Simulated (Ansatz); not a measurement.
Species: sum formula AlHBr₂, net charge 0, singlet state. 
Coordinates optimised at B3LYP-D3(BJ)/def2-TZVP (Ansatz, a first-principles code):
```
Al
H 1 1.5591
Br 1 2.2509 2 120.73
Br 1 2.2509 2 120.73 3 180.00
```

Basis-set convergence of Hartree-Fock and CCSD correlation energies (hartree) with Ansatz. Valence correlation only, unless marked. Spin-orbit coupling is left out. The frozen core is the preceding noble-gas configuration, with the filled d and f shells of earlier blocks. No relativistic terms.

```csv
basis,functions,E(HF),"E(corr, CCSD)"
def2-SVPD,114,-5386.77590,-0.33904
def2-TZVPPD,179,-5387.48560,-0.42869
def2-QZVPPD,305,-5387.59047,-0.46747
```

Extrapolating the two largest sets (X = 3 and 4) as X^-3: E(corr) = (64·(-0.46747) - 27·(-0.42869))/37 = -0.4958 Eh, an estimate of the basis-set limit. The largest set recovers 94.3 % of it, the smallest 68.4 %.
